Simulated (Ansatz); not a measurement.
Gas-phase electronic energies from Ansatz, PBE0-D4/def2-TZVP geometries. CCSD(T)/CBS adds triple-zeta CCSD(T) − MP2 to the extrapolated MP2 energy (def2 sets, frozen cores). DFT in def2-TZVPP. HSE06 is defined as in plane-wave codes. For As outer-core shells are correlated without core-valence functions, which leaves a few kJ/mol of doubt a bond. Scalar relativity is left out up to krypton. Each species was taken in one conformer, which may not be the lowest.

Consider the redistribution: `BB[SiH3]` + `FB[AsH2]` → `FBB[SiH3]` + `B[AsH2]`.

| level | ΔE (kJ/mol) | difference from CCSD(T)/CBS |
| --- | --- | --- |
| r2SCANh-D4 | 20.7 | 7.5 |
| B2PLYP | 15.0 | 1.8 |
| revPBE | 20.1 | 6.9 |
| BLYP | 19.7 | 6.5 |
| HSE06 | 18.0 | 4.8 |
| CAM-B3LYP | 16.2 | 3.0 |
| CCSD/def2-SVP | 9.2 | -4.0 |
| CCSD(T)/def2-SVP | 9.9 | -3.3 |
| HF/def2-QZVPP | 6.6 | -6.6 |
| CCSD/CBS(def2) | 12.2 | -1.0 |
| CCSD(T)/CBS | 13.2 | 0 |

Largest T1 diagnostic among the species: 0.015.

At CCSD(T), def2-SVP lies −3.3 kJ/mol from the extrapolated value and def2-TZVPP −0.6 kJ/mol. From PBE to PBE0 (25 % exact exchange), in def2-TZVPP and without D4, ΔE moves by −3.7 kJ/mol. Leaving LDA and LC-ωPBE aside and taking each functional with its dispersion term where it has one, the values, not all of them listed here, spread over 8.0 kJ/mol, from BHLYP-D4 to r2SCAN-D4. LDA lies +3.9 kJ/mol from PBE without D4.
